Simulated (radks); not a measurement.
Nd41+, configuration [Ar] 3d1. All-electron calculation, scalar-relativistic Kohn-Sham, LB94 model potential, spin-polarised, spherical densities, finite nucleus; open shells are filled with parallel spins first (spin-orbit coupling, left out, can overturn this in heavy ions); Fermi nuclear charge, rms radius 4.9123 fm. Program: a radial shooting solver on a logarithmic mesh with Libxc functionals.

Normalised radial functions P(r) = r R(r), r in bohr:

r	3s up
0.001511	0.2839
0.001921	0.3429
0.002422	0.4084
0.003079	0.4846
0.003914	0.5675
0.004936	0.6504
0.006275	0.7322
0.007914	0.7968
0.01006	0.8326
0.01279	0.8148
0.01613	0.7214
0.0205	0.5196
0.02586	0.2070
0.03287	-0.2297
0.04179	-0.7270
0.0527	-1.1532
0.067	-1.3632
0.08517	-1.1499
0.1074	-0.4523
0.1365	0.6474
0.1722	1.6999
0.2189	2.2864
0.2783	2.1033
0.3509	1.3986
0.4461	0.6323
0.5672	0.1826
0.7153	0.0326
0.9093	0.0028
1.147	0.0001
1.458	0.0000

3s up: eigenvalue -3535.0 eV, 2 radial nodes at r = 0.0292, 0.119 bohr, <r> = 0.248 bohr, 90 % of the charge inside 0.360 bohr.
